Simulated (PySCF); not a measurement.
# Sb (antimony, neutral) across methods

[Kr] 4d10 5s2 5p3, high-spin 4S determinant. All numbers are calculated (PySCF 2.14, scalar relativity by spin-free X2C-1e, in x2c-TZVPPall). The B2PLYP total includes its PT2 part (frozen core); its orbital energies are those of the SCF part.

| method | E (hartree) | mean ε 5s α (eV) | mean ε 5s β (eV) | mean ε 5p α (eV) | Σ⟨r²⟩ (bohr²) | ⟨S²⟩ |
| --- | --- | --- | --- | --- | --- | --- |
| PBE | -6480.28 | -13.268 | -11.417 | -5.333 | 60.12 | 3.751 |
| TPSSh | -6480.45 | -14.215 | -11.639 | -5.880 | 60.12 | 3.751 |
| BLYP | -6480.91 | -12.978 | -11.529 | -4.992 | 60.18 | 3.750 |
| PBE0 | -6480.37 | -15.136 | -12.323 | -6.431 | 60.08 | 3.751 |
| r2SCAN | -6480.73 | -14.006 | -11.445 | -5.756 | 60.14 | 3.752 |
| B2PLYP | -6480.02 | -16.772 | -13.065 | -7.214 | 60.31 | 3.751 |
| UHF | -6477.95234 | -19.833 | -13.735 | -9.033 | 60.81 | 3.753 |
| LDA | -6474.53 | -13.445 | -11.851 | -5.401 | 59.97 | 3.750 |

**Question.** Estimate the same row for M06.

**Answer.** E (hartree) = -6480.82; mean ε 5s α (eV) = -14.528; mean ε 5s β (eV) = -12.962; mean ε 5p α (eV) = -6.085; Σ⟨r²⟩ (bohr²) = 60.07; ⟨S²⟩ = 3.750.
